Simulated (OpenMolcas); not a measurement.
# As: Slater's ratio, worked from levels

```json
{
  "Program": "OpenMolcas",
  "Basis": "ANO-RCC-VTZP [6s5p3d1f]",
  "Scalar Hamiltonian": "DKH2, point nucleus",
  "Active space": "5 electrons in 9 orbitals (RAS2 4s 4p; RAS3 4d, at most 2 electrons)",
  "State averaging": "2S+1 = 4 odd, 1 root; 2S+1 = 2 odd, 8 roots; 2S+1 = 4 even, 3 roots; 2S+1 = 2 even, 5 roots (0 in the spin-orbit step)",
  "Spin-orbit coupling": "RASSI with atomic mean-field integrals over the reference wave functions, term energies averaged over their components"
}
```

Methods: RASSCF; SS-RASPT2, IPEA 0.25 Eh, imaginary shift 0.1 Eh (closed shells correlated: 3d). Measured levels: NIST Handbook of Basic Atomic Spectroscopic Data.

**Slater's ratio.** With one set of orbitals, p3 has ²D° - ⁴S° = 9 F2 and ²P° - ²D° = 6 F2 (F2 = F²/25), a ratio of 2/3. Term energies are centres of gravity, weighted by 2J + 1.

| Source | ²D° - ⁴S° | ²P° - ⁴S° | F2 from the first | Ratio |
| --- | --- | --- | --- | --- |
| RASSCF | 14029 | 22204 | 1559 | 0.583 |
| SS-RASPT2 | 11617 | 19570 | 1291 | 0.685 |
| measured | 10786 | 18494 | 1198 | 0.715 |

Energies in cm-1. A ratio away from 2/3 shows effects beyond one configuration with one set of orbitals, and in heavier atoms second-order spin-orbit shifts.

Some high roots are left out of the spin-orbit mixing, which shifts the levels that they would mix with. Active for correlation alone: 4d; no level in the range computed is led by a configuration that fills it, so any true level of that kind is missing. Without dynamic correlation excited terms often stand tens of per cent too high (terms of higher spin than the ground term too low), and those without a measured partner can miss by more than the paired ones (holds for RASSCF). Computed and measured levels are paired by configuration, term and J; levels that our copy of the source lacks, or whose pairing is in doubt (as where it misses far off the trend of its configuration), stay unpaired and out of the deviations. Levels of configurations outside the active space are missing.

° marks odd parity.
